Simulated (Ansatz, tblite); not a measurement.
Forces on diphenyliodonium dicyanamide, `N#C[N-]C#N.c1ccc([I+]c2ccccc2)cc1` at its PBE-D4/def2-SVP geometry. Charge 0, multiplicity 1.

In the def2 sets I takes a core potential; there is no spin–orbit coupling. The xTB rows come from tblite. Single mean-field runs in def2-TZVP are fitted with def2-universal-jkfit. The restricted singlet is unstable towards broken spin symmetry in Hartree–Fock (as tested in another run); at r2SCAN-D4/def2-TZVP, ωB97X-V/def2-TZVP this wasn't settled. In the singlet geometry the species has come apart into loosely held pieces.

GFN2-xTB (tblite), largest force 3.33 eV/Å:

```xyz
28
positions Å, forces eV/Å
N    -1.321   -0.602   -1.870    3.247    0.383    0.611
C    -0.149   -0.474   -1.689   -1.354   -0.147   -0.197
N     1.142   -0.353   -1.556   -0.904    0.310    1.298
C     1.789   -0.008   -0.482    0.702    0.341    1.110
N     2.435    0.299    0.474   -1.889   -0.830   -2.560
C    -0.161    3.974   -1.426   -0.038   -0.202    0.185
C    -1.314    3.181   -1.540    0.196   -0.142    0.133
C    -1.546    2.128   -0.640    0.432    0.323   -0.084
C    -0.584    1.926    0.355    0.140    0.428   -0.446
I    -0.996    0.445    1.866    0.082   -0.006   -0.062
C    -0.361   -1.535    1.301    0.194   -0.578   -0.187
C    -1.268   -2.332    0.594    0.464   -0.265    0.076
C    -0.886   -3.659    0.345    0.184    0.200    0.032
C     0.358   -4.137    0.789   -0.070    0.277    0.062
C     1.244   -3.293    1.478   -0.177    0.151   -0.161
C     0.896   -1.959    1.744   -0.223   -0.394   -0.321
C     0.589    2.675    0.496   -0.265    0.140   -0.464
C     0.785    3.722   -0.420   -0.146   -0.238   -0.059
H     0.012    4.790   -2.144   -0.117   -0.504    0.464
H    -2.037    3.359   -2.349    0.474   -0.096    0.510
H    -2.408    1.461   -0.762    0.490    0.425    0.129
H    -2.208   -1.931    0.194    0.543   -0.238    0.303
H    -1.565   -4.312   -0.224    0.451    0.404    0.367
H     0.648   -5.178    0.579   -0.190    0.656    0.147
H     2.232   -3.659    1.796   -0.638    0.212   -0.211
H     1.612   -1.265    2.206   -0.483   -0.433   -0.216
H     1.359    2.414    1.234   -0.514    0.191   -0.396
H     1.704    4.323   -0.351   -0.589   -0.368   -0.062
```

r2SCAN-D4/def2-TZVP (Ansatz), largest force 1.75 eV/Å:

```
N 1.733 0.162 0.174
C -1.071 -0.063 0.044
N -0.120 0.043 0.156
C 0.395 0.277 0.960
N -0.861 -0.454 -1.453
C -0.006 -0.083 0.071
C 0.064 -0.031 0.046
C 0.100 0.067 0.028
C 0.057 0.267 -0.245
I 0.161 -0.074 -0.327
C 0.090 -0.347 -0.092
C 0.102 -0.025 0.058
C 0.071 0.043 0.020
C -0.023 0.122 0.022
C -0.071 0.023 -0.053
C -0.058 -0.044 -0.057
C -0.074 -0.005 -0.062
C -0.065 -0.061 -0.033
H -0.089 -0.417 0.367
H 0.370 -0.095 0.415
H 0.445 0.363 0.098
H 0.491 -0.205 0.244
H 0.349 0.344 0.291
H -0.149 0.536 0.106
H -0.509 0.191 -0.162
H -0.421 -0.385 -0.213
H -0.444 0.159 -0.370
H -0.466 -0.309 -0.034
```

ωB97X-V/def2-TZVP (Ansatz), largest force 2.64 eV/Å:

```
N 2.601 0.272 0.366
C -2.259 -0.197 -0.152
N 0.120 -0.036 -0.185
C 1.062 0.587 1.916
N -1.401 -0.678 -2.137
C -0.024 -0.146 0.133
C 0.056 -0.097 0.099
C 0.200 0.192 0.013
C -0.010 -0.037 0.019
I 0.340 -0.160 -0.678
C -0.023 0.040 -0.017
C 0.216 -0.128 0.104
C 0.052 0.126 0.032
C -0.047 0.205 0.046
C -0.095 0.103 -0.044
C -0.113 -0.174 -0.113
C -0.146 0.072 -0.177
C -0.078 -0.129 0.018
H -0.084 -0.396 0.347
H 0.364 -0.078 0.394
H 0.409 0.349 0.109
H 0.453 -0.192 0.247
H 0.346 0.318 0.282
H -0.141 0.508 0.099
H -0.493 0.169 -0.162
H -0.416 -0.375 -0.177
H -0.438 0.167 -0.334
H -0.452 -0.287 -0.045
```
